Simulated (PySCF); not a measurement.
Molecule: SMILES C=CB(F)F, C$_{2}$H$_{3}$BF$_{2}$.

Cartesian coordinates in Å; atom numbers follow the order of the lines, from 1:
```xyz
8

C     1.262   -0.156   -0.184
C     0.152    0.078    0.513
B    -1.262    0.106   -0.123
F    -1.479   -0.101   -1.408
F    -2.359    0.337    0.575
H     1.224   -0.340   -1.246
H     2.239   -0.172    0.271
H     0.233    0.258    1.577
```

Frames of a GFN2-xTB Langevin trajectory at 200 K; GIAO PBE0/pcSseg-1 shieldings in PySCF 2.14.0 with density-fitted response routines, gas phase, non-relativistic; equivalent atoms averaged within each frame.

References, each an isolated molecule treated in the same way: ¹³C (σ = 186.93 ppm), ¹H (σ = 31.72 ppm) against TMS; ¹¹B (σ = 100.07 ppm) against BF3·OEt2; ¹⁹F (σ = 170.95 ppm) against CFCl3. The references are static minima.

Question: How do the shifts (ppm) fluctuate along the trajectory?

Answer: 
| time (fs) | C1 | C2 | B3 | F4/F5 | H6 | H7 | H8 |
| --- | --- | --- | --- | --- | --- | --- | --- |
| optimised geometry | 156.5 | 132.8 | 22.7 | -87.1 | 6.96 | 6.90 | 6.20 |
| 250 | 152.8 | 130.3 | 22.9 | -85.0 | 6.76 | 6.65 | 5.74 |
| 425 | 158.0 | 132.2 | 22.3 | -89.3 | 7.22 | 6.88 | 6.46 |
| 625 | 158.7 | 134.5 | 22.9 | -84.7 | 7.34 | 7.14 | 6.06 |
| 800 | 164.4 | 140.4 | 24.9 | -84.9 | 7.32 | 7.31 | 6.39 |
| 1000 | 155.2 | 133.7 | 22.5 | -82.3 | 7.66 | 7.11 | 5.82 |
| mean of frames | 157.8 | 134.2 | 23.1 | -85.2 | 7.26 | 7.02 | 6.09 |
| standard deviation | 4.4 | 3.8 | 1.0 | 2.5 | 0.32 | 0.26 | 0.33 |

5 frames give an uncertainty of the mean of about the standard deviation over 2.2 at best, since frames this close in time may not be independent; classical motion lacks zero-point vibration, and the reference would need the same averaging.
